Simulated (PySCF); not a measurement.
A run that did not reach its result, on 3,3,3-trichloro-2-methyl-1-propene (`C=C(C)C(Cl)(Cl)Cl`) (driver script around PySCF, density fitting, GFN2-xTB geometry as the base; each input is a line of settings and coordinates in Å).

Command:
```bash
OMP_NUM_THREADS=1 python probes_run.py task.json out
```
Input:
```
{"job": {"kind": "j", "xc": "HCTH407", "basis": "def2-SVP", "scf": {"max_cycle": 71}}, "charge": -2, "multiplicity": 1}
C     -0.006217     1.536082    -0.399429
C     -0.042564     0.260278    -0.047503
C     -1.177569    -0.342610     0.722181
C      1.057969    -0.700866    -0.390050
Cl     1.752003    -1.398529     1.105171
Cl     0.412820    -2.048632    -1.375302
Cl     2.394950     0.021433    -1.301162
H      0.808493     1.968075    -0.951416
H     -0.812901     2.197228    -0.136665
H     -0.822357    -0.753552     1.665023
H     -1.929625     0.412632     0.927089
H     -1.633803    -1.152223     0.156037
```

Output:
```
final grid: 106936 points
cycle   1  E = -1534.9586558955  dE =  1.226e+00  |g| = 1.106e+00  |ddm| = 4.339e+00
cycle   2  E = -1530.8977123737  dE =  4.061e+00  |g| = 3.596e+00  |ddm| = 1.443e+01
cycle   3  E = -1534.7602946890  dE = -3.863e+00  |g| = 1.132e+00  |ddm| = 3.554e+01
cycle   4  E = -1534.9300989298  dE = -1.698e-01  |g| = 1.033e+00  |ddm| = 3.825e+01
cycle   5  E = -1535.2899131477  dE = -3.598e-01  |g| = 3.712e-01  |ddm| = 8.698e+00
cycle   6  E = -1535.1140956158  dE =  1.758e-01  |g| = 6.334e-01  |ddm| = 1.007e+01
cycle   7  E = -1535.2920477193  dE = -1.780e-01  |g| = 3.443e-01  |ddm| = 1.007e+01
cycle   8  E = -1535.1235274735  dE =  1.685e-01  |g| = 5.796e-01  |ddm| = 3.006e+01
cycle   9  E = -1535.3098547902  dE = -1.863e-01  |g| = 2.709e-01  |ddm| = 3.007e+01
cycle  10  E = -1535.3172634239  dE = -7.409e-03  |g| = 2.272e-01  |ddm| = 3.083e-01
... (51 lines left out)
cycle  62  E = -1535.3119020963  dE =  8.310e-03  |g| = 2.368e-01  |ddm| = 6.070e+00
cycle  63  E = -1535.2493589389  dE =  6.254e-02  |g| = 4.187e-01  |ddm| = 1.232e+01
cycle  64  E = -1535.2523429378  dE = -2.984e-03  |g| = 4.179e-01  |ddm| = 6.018e+00
cycle  65  E = -1535.2791954201  dE = -2.685e-02  |g| = 3.451e-01  |ddm| = 1.632e+00
cycle  66  E = -1535.3243169756  dE = -4.512e-02  |g| = 1.662e-01  |ddm| = 1.033e+01
cycle  67  E = -1535.3239092365  dE =  4.077e-04  |g| = 1.740e-01  |ddm| = 1.142e+00
cycle  68  E = -1535.3170012898  dE =  6.908e-03  |g| = 2.050e-01  |ddm| = 7.938e+00
cycle  69  E = -1535.2006401567  dE =  1.164e-01  |g| = 4.964e-01  |ddm| = 9.294e+00
cycle  70  E = -1535.2226104475  dE = -2.197e-02  |g| = 4.520e-01  |ddm| = 2.596e+00
cycle  71  E = -1535.3247321825  dE = -1.021e-01  |g| = 1.656e-01  |ddm| = 1.301e+01
SCF not converged, last energy = -1535.3247321825
```

Hardware: Intel Xeon at 2.50 GHz, one thread, shared host with 64 logical CPUs at a one-minute load of 63. Cost: 3.1 min of wall time, 0.50 GiB resident at most.

What went wrong, and what mends it?

The SCF did not converge in 71 cycles: the last printed gradient is 1.7e-01 and the last change of energy -1.0e-01 Eh. The charge was set to -2 in place of 0. Go back to the molecule's own charge; if that fails, try a level shift or a second-order solver. Its energy and orbitals aren't self-consistent and shouldn't be used.

Conformer computed: `[CH2:1]=[C:2]([CH3:3])[C:4]([Cl:5])([Cl:6])[Cl:7]`: C1–C2–C4–Cl5 121°.
